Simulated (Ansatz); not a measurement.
`CO[SiH2]C#C[SiH](C)OC`, relaxed with RKS PBE0-D4/def2-TZVP in Ansatz 0.2.0 from a PBE-D4/def2-SVP geometry. The force threshold is 0.005 eV/Å; the program also tests the step.

The species carries charge 0 and has multiplicity 1.

Start:

```xyz
21

C     1.693   -0.141    3.294
O     0.446    0.443    3.625
Si   -0.355    1.520    2.622
C    -0.661    0.764    0.969
C    -0.853    0.221   -0.128
Si   -1.113   -0.581   -1.776
C    -1.227   -2.437   -1.594
O     0.211   -0.263   -2.760
C     0.660    1.042   -3.070
H     1.641   -0.732    2.350
H     1.988   -0.826    4.115
H     2.498    0.622    3.178
H    -1.652    1.826    3.300
H     0.451    2.775    2.407
H    -2.362    0.020   -2.366
H    -1.366   -2.915   -2.584
H    -2.084   -2.712   -0.946
H    -0.300   -2.837   -1.138
H     0.951    1.612   -2.157
H    -0.114    1.635   -3.612
H     1.550    0.962   -3.727
```

Task: How much energy does the relaxation release, and in how many steps? (Estimate.)

Result: The calculation gave: 3.41 kcal/mol, in 9 steps.

Task: Which bonds change most? (An estimate is asked.)

Result: The calculation gave: Si6–O8 from 1.680 to 1.639 Å; O2–Si3 from 1.676 to 1.636 Å; C4–C5 from 1.239 to 1.216 Å; Si3–H14 from 1.507 to 1.487 Å.

Task: Give the relaxed structure. (Best estimate.)

Result: The calculation gave: 
```xyz
21

C     1.687   -0.121    3.268
O     0.441    0.455    3.591
Si   -0.350    1.488    2.598
C    -0.646    0.721    0.964
C    -0.820    0.200   -0.121
Si   -1.076   -0.580   -1.765
C    -1.229   -2.416   -1.599
O     0.214   -0.267   -2.726
C     0.653    1.037   -3.027
H     1.621   -0.723    2.356
H     1.985   -0.768    4.095
H     2.458    0.645    3.128
H    -1.637    1.800    3.253
H     0.446    2.721    2.360
H    -2.305    0.040   -2.332
H    -1.383   -2.876   -2.578
H    -2.076   -2.672   -0.959
H    -0.323   -2.837   -1.158
H     0.955    1.575   -2.121
H    -0.129    1.616   -3.533
H     1.514    0.962   -3.693
```
